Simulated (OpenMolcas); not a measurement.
## Pt2+: ligand-field states by method

Pt2+ with 6 ligands (chloride) in octahedral coordination (Oh) at 2.56 Å. A charge of +0.667 e stands 2.4 Å behind each ligand. Ligand basis ANO-RCC-VDZP.
```
Pt    0.0000    0.0000    0.0000
Cl    2.5600    0.0000    0.0000
Cl    0.0000    2.5600    0.0000
Cl   -2.5600    0.0000    0.0000
Cl    0.0000   -2.5600    0.0000
Cl    0.0000    0.0000    2.5600
Cl    0.0000    0.0000   -2.5600
```

* Program: OpenMolcas
* Basis: ANO-RCC-VDZP [7s6p4d2f]
* Scalar Hamiltonian: DKH2, point nucleus
* Active space: 8 electrons in 5 orbitals (5d)
* State averaging: 2S+1 = 3 even, 10 roots; 2S+1 = 1 even, 15 roots
* Spin-orbit coupling: state interaction with AMFI integrals over the reference wave functions

I. CASSCF
II. SS-CASPT2, IPEA 0.25 Eh, imaginary shift 0.1 Eh (closed shells correlated: 5s 5p and the ligand valence shells)

Spin-free states (labels of O, the rotations of Oh) in cm-1, each column counted from its own energy of the first state listed:

```
State  Degeneracy      I     II
  3A2           1      0      0
  3T2           3  10034  12100
   1E           2  10919   6840
  3T1           3  15839  17460
  1A1           1  18512  13920
  1T2           3  21053  19440
  1T1           3  24465  23090
  3T1           3  25615  27220
   1E           2  33815  35080
  1T2           3  34048  35200
  1A1           1  52990  48840
```

From I to II, I's first state of the same spin (3T2) moves from 10034 to 12100 cm-1, by about +2100 cm-1.

From I to II, I's first state of another spin (1E) moves from 10919 to 6840 cm-1, by about -4100 cm-1.

χT at 300 K: I 1.92, II 1.82 cm3 K/mol.

The states above are spin-free; spin-orbit coupling is strong here and shifts and splits them by thousands of cm-1.

Roots that are degenerate in the reference are averaged as groups; the widest CASPT2 spread within a group is 440 cm-1 (the 3-fold group of multiplicity 1 near 19400 cm-1 above the lowest state of its run, II). Shifts and gaps below about the spread of the groups concerned are not significant. Over all roots computed the reference weight is 0.65 to 0.66 in II; a low but even weight reflects the number of correlated electrons. Real 4d8 and 5d8 ions are as a rule square planar and diamagnetic. The least metal-like active orbital is 83 % on the metal (Löwdin) and no ligand orbital is active, so the numbers are rough. Ligand-to-metal charge-transfer states are missing. With no ligand orbital active B as a rule stays too high, so bands that hang on it stand too high and its fall with covalency is understated. Without dynamic correlation the repulsion within the d shell is too large (B by tens of per cent), so at a given field states of lower spin stand too high (holds for I). With metal d orbitals alone the field can be off either way by tens of per cent (holds for I). With one d shell and no ligand orbital active, 10Dq can be off by a tenth or more (holds for II). No measured value stands beside these numbers; the geometry is a model, was not optimised and need not be the one that this ion takes.
